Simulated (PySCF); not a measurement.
## Relaxation of doublet PdF3

Level of theory: UPBE0/[Pd def2-SVP with ECP28, F def2-SVP], scalar-relativistic core potentials, density fitting, no spin–orbit coupling, PySCF. A (50,194) grid was used.

A hand-made T-shaped start, of C2v symmetry, held to at least that symmetry:

Coordinates in bohr (charge 0 multiplicity 2):
```
Pd    0.0000    0.0000   -0.4338
F     0.0000    0.0000    3.0433
F     3.4750    0.0000   -0.3125
F    -3.4750    0.0000   -0.3125
```

Optimiser trace:
| step | E − E(last) (kJ/mol) | largest gradient (Eh/bohr) |
| --- | --- | --- |
| 0 | 8.86 | 0.01411 |
| 1 | 0.47 | 0.00275 |
| 2 | 0.01 | 0.00037 |
| 3 | 0.00 | 0.00004 |

It ends at C2v with Pd–F 1.837 Å (×2), Pd–F 1.871 Å; F–Pd–F 92.9° (×2), F–Pd–F 174.3° (after a last refinement on a finer grid). No frequency check is given, so it may be a saddle point.

Final geometry:
Coordinates in bohr (charge 0 multiplicity 2):
```
Pd    0.0000    0.0000   -0.3672
F     0.0000    0.0000    3.1683
F     3.4667    0.0000   -0.5410
F    -3.4667    0.0000   -0.5410
```

Open d and f shells are described by one determinant, and the ground state may have another occupation or spin.

The relaxation took of the order of 17 core-seconds on a shared host.
